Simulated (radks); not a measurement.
Values are calculated unless marked as measured or tabulated.
Isoelectronic series with 8 electrons, each ion in its NIST ground configuration. Level of theory: Dirac Kohn-Sham, LDA (Slater exchange, Perdew-Wang correlation), spin-unpolarised, spherical densities, finite nucleus; open shells fill j = l - 1/2 first; Fermi nuclear charge, rms radius of each element as measured or else 0.836 A^(1/3) + 0.57 fm (a radial shooting solver on a logarithmic mesh with Libxc functionals). Total energies (hartree) and orbital eigenvalues (eV):

ion,configuration,E (hartree),2p3/2,2p1/2,2s1/2,1s1/2
O,[He] 2s2 2p4,-74.52723,-9.1800,-9.2169,-23.7481,-510.8369
Si6+,[He] 2s2 2p4,-271.19506,-230.0850,-230.8673,-270.1960,-1939.112
Cl9+,[He] 2s2 2p4,-417.35859,-433.4274,-435.4282,-487.4127,-3026.222
Ca12+,[He] 2s2 2p4,-595.65398,-698.2014,-702.4792,-767.2589,-4363.286
V15+,[He] 2s2 2p4,-806.34077,-1024.398,-1032.504,-1110.243,-5952.234
Fe18+,[He] 2s2 2p4,-1049.73112,-1412.073,-1426.156,-1517.046,-7795.469
Cu21+,[He] 2s2 2p4,-1326.19083,-1861.322,-1884.234,-1988.499,-9895.846
Ge24+,[He] 2s2 2p4,-1636.14149,-2372.272,-2407.684,-2525.583,-12256.68
Br27+,[He] 2s2 2p4,-1980.06516,-2945.074,-2997.602,-3129.429,-14881.76
Sr30+,[He] 2s2 2p4,-2358.50635,-3579.904,-3655.242,-3801.329,-17775.41
Nb33+,[He] 2s2 2p4,-2772.07658,-4276.962,-4382.028,-4542.746,-20942.45
